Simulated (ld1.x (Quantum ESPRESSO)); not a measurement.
## Configuration tests for S (TM)

```json
{"Element": "sulfur", "Generator": "ld1.x (Quantum ESPRESSO) 7.5", "Type": "norm-conserving Troullier–Martins (Kleinman–Bylander form)", "Functional": "PBEsol", "Relativity": "scalar-relativistic", "Frozen core": "[Ne]", "Valence charge": "6", "Reference configuration": "3s2 3p1 (charge +3)", "Partial waves": "3s (bound): rc 1.50 bohr; 3p (bound): rc 1.05 bohr; 3d channel at 0.15 Ry: rc 1.45 bohr", "Local potential": "the d channel", "Core correction": "a·sin(br)/r model core inside 0.95 bohr"}
```

Energies are relative to the spin-unpolarised reference configuration 3s2 3p1; without spin polarisation the order of configurations can differ from experiment.

```json
{"valence configuration": "3s2 3p4", "charge": "0", "ΔE all-electron (eV)": "-67.974", "error AE − PS (meV)": "+132"}
{"valence configuration": "3s2 3p3", "charge": "+1", "ΔE all-electron (eV)": "-56.241", "error AE − PS (meV)": "+81"}
{"valence configuration": "3s2 3p2", "charge": "+2", "ΔE all-electron (eV)": "-34.000", "error AE − PS (meV)": "+27"}
{"valence configuration": "3s1 3p4", "charge": "+1", "ΔE all-electron (eV)": "-45.394", "error AE − PS (meV)": "+67"}
{"valence configuration": "3s1 3p5", "charge": "0", "ΔE all-electron (eV)": "-57.694", "error AE − PS (meV)": "+112"}
{"valence configuration": "3s0 3p6", "charge": "0", "ΔE all-electron (eV)": "-47.295", "error AE − PS (meV)": "+98"}
```

Problem. What are ΔE and the potential's error for 3s2 3p0?

Solution. ΔE = 46.759 eV all-electron; the error (AE − PS) is +36 meV.
